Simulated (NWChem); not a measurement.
CH2NO, doublet; SMILES [NH]C=O

```xyz
5

N      0.1862    -1.1364    -0.0264
C     -0.4472     0.0356     0.0288
O      0.2369     1.0876    -0.0144
H      1.1755    -1.0713     0.2778
H     -1.5611     0.0510    -0.0381
```
Atoms are numbered in this order, from 1.

Program: NWChem. Pople sets run with spherical d functions. Spin-unrestricted. Structure relaxed at the PBE-D3(BJ)/def2-SVP, spin-unrestricted level. No stability test was run on the SCF state. Solvent water, SMD (1 M gas to 1 M solution), gas-phase geometry. Reactions with the solvent are ignored.

Q: Taking M06-2X/6-311++G** as the yardstick, which of these has the fewest basis functions while keeping “dipole in solution (D)” within 0.1 D of it: M06-2X/6-31G*; M06-2X/STO-3G; M06-2X/6-31+G*; M06-2X/6-311G**; M06-2X/3-21G?

A: M06-2X/6-31+G* (a larger set in the list lies outside the tolerance).
| level | basis functions | dipole in solution (D) | relative time (rough) |
|---|---|---|---|
| M06-2X/STO-3G | 17 | 0.67 | 1 |
| M06-2X/3-21G | 31 | 1.64 | 1 |
| M06-2X/6-31G* | 46 | 1.80 | 3 |
| M06-2X/6-31+G* | 58 | 2.05 | 3 |
| M06-2X/6-311G** | 66 | 1.93 | 3 |
| M06-2X/6-311++G** | 80 | 2.12 | 6 |

The yardstick is one finite set, not the basis-set limit.
